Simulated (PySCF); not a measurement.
Two species compared at the same levels of theory.

First species: 2,3-dihydro-1-methyl-1H-phosphole 1-oxide, C5H9OP.
SMILES: `C1[P@@](=O)(C)CCC=1`

Second species: C5H9OP.
SMILES: `C/C=P\CC(C)=O`

Levels: CAM-B3LYP/def2-SVPD for HOMO energy, LUMO energy, HOMO–LUMO gap and static isotropic polarisability; TDDFT CAM-B3LYP/def2-SVPD for lowest singlet excitation; TDA CAM-B3LYP/def2-SVPD for lowest triplet excitation (Tamm–Dancoff). Geometries: GFN2-xTB. Each structure is a single optimised conformer of the isolated species, non-relativistic unless stated. Electronic properties by PySCF.

Dipoles, sizes and rotational constants follow the conformer. The torsions of the flexible species, by atom-mapped SMILES:
- `[CH3:1]/[CH:2]=[P:3]\[CH2:4][C:5]([CH3:6])=[O:7]`: C2–P3–C4–C5 -82°, P3–C4–C5–C6 -77°

The conformers of `C[P@]1(=O)C=CCC1` aren't listed.

| property | column X | column Y |
| --- | --- | --- |
| HOMO energy | -8.24 eV | -8.86 eV |
| LUMO energy | -0.54 eV | 0.57 eV |
| HOMO–LUMO gap | 7.70 eV | 9.43 eV |
| lowest singlet excitation | 4.37 eV | 6.12 eV |
| lowest triplet excitation (Tamm–Dancoff) | 2.69 eV | 4.36 eV |
| static isotropic polarisability | 89.2 au | 79.9 au |

**Question.** Which column belongs to which species?

**Answer.** Column X is the second species and column Y the first. The first has 16 atoms and 62 electrons, the second 16 and 62.

**Question.** How does each property change from the first species to the second?

**Answer.** HOMO energy +0.62 eV; LUMO energy -1.11 eV; HOMO–LUMO gap -1.73 eV; lowest singlet excitation -1.75 eV; lowest triplet excitation (Tamm–Dancoff) -1.67 eV; static isotropic polarisability +9.3 au.

On the first: No computed singlet falls in the visible range (750 to 380 nm, 1.65 to 3.26 eV); S1 lies 2.86 eV above its blue end. The vertical singlet–triplet gap S1 − T1 is 1.76 eV (TDDFT singlet less Tamm–Dancoff triplet; S1: HOMO→LUMO, weight 0.61; T1: HOMO−2→LUMO, weight 0.62).

On the second: The vertical singlet–triplet gap S1 − T1 is 1.68 eV (TDDFT singlet less Tamm–Dancoff triplet; S1: HOMO→LUMO+1, weight 0.27, beside HOMO→LUMO, weight 0.25; T1: HOMO→LUMO, weight 0.74). S1 lies 3.33 eV below the HOMO–LUMO gap; its leading configuration is HOMO→LUMO+1, weight 0.27, beside HOMO→LUMO, weight 0.25.
